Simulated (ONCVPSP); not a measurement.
**Wu-Cohen ONCV dataset for lithium (Li), scalar-relativistic all-electron reference.**

ONCVPSP 4.0.1 input, shortened (lines: element, Z, core and valence counts, functional; n l f; lmax; l rc ep ncon nbas qcut; lloc lpopt rc5 dvloc0; l nproj debl; icmod fcfact rcfact), Wu-Cohen, scalar-relativistic:

```
  Li 3.00    1    1  -118130      upf
    1    0    2.00
    2    0    1.00
    1
    0    2.85    0.00    3    7    2.40
    1    2.35    0.09    4    7    4.20
    4    1    1.55    0.00
    0    2    3.80
    1    2    0.80
    1    0.40    0.00
```

All-electron outer shells of the reference configuration (Wu-Cohen, scalar-relativistic, ld1.x):

```json
{"shell": "1s", "level (eV)": "-51.66", "outermost node (bohr)": "–", "outermost maximum (bohr)": "0.36"}
{"shell": "2s", "level (eV)": "-2.82", "outermost node (bohr)": "0.84", "outermost maximum (bohr)": "3.20"}
```

What the tests gave:

```json
{
 "Cutoffs needed": "1.6 Ha and 2.8 Ha (the cutoffs (Ha) at which the residual kinetic energy of the hardest occupied pseudo-wave falls to 1 and 0.1 mHa per electron) The cutoffs count occupied waves only; projector 2 of the s channel, the hardest unoccupied one, needs 54 Ha at the loose tolerance.",
 "Ghost test": "no bound ghost flagged; GHOST(+) flagged for s at 81.8 eV",
 "Largest excitation error": "-2.0 meV (all-electron minus pseudo) for 2s0 2p1, out of 2 test configurations",
 "rms error of d²Exc/dni dnj": "2.08 mHa without and 1.15 mHa with the model core"
}
```

Generation and tests took about 1.9 s on one core of a shared server CPU.
